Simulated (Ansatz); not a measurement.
H3OSi (SMILES [O][SiH3]), charge 0, multiplicity 2, relaxed at each level with Ansatz (an electronic-structure program); harmonic frequencies from differences of analytic forces, average atomic masses, frozen cores. Open shells are unrestricted.

| mode | PBE/def2-TZVPP (cm⁻¹) | r2SCAN/def2-TZVPP (cm⁻¹) | PBE0/def2-TZVPP (cm⁻¹) | wB97X-V/def2-TZVPP (cm⁻¹) | MP2/cc-pV(T+d)Z (cm⁻¹) | CCSD(T)/cc-pV(T+d)Z (cm⁻¹) |
|---|---|---|---|---|---|---|
| 1 | 471 | 524 | 520 | 511 | 476 | 501 |
| 2 | 541 | 540 | 541 | 565 | 617 | 585 |
| 3 | 783 | 844 | 842 | 840 | 843 | 838 |
| 4 | 791 | 866 | 882 | 912 | 951 | 924 |
| 5 | 847 | 879 | 895 | 930 | 977 | [?] |
| 6 | 953 | 989 | 982 | 998 | 1025 | 1007 |
| 7 | 2011 | 2136 | 2175 | 2227 | 2292 | 2221 |
| 8 | 2136 | 2211 | 2225 | 2257 | 2302 | [?] |
| 9 | 2137 | 2214 | 2227 | 2258 | 2304 | [?] |

Task: Modes are in rising order at each level. What belongs in the gaps?

Result: 
- 8, CCSD(T)/cc-pV(T+d)Z (cm⁻¹): 2253
- 9, CCSD(T)/cc-pV(T+d)Z (cm⁻¹): 2253
- 5, CCSD(T)/cc-pV(T+d)Z (cm⁻¹): 942
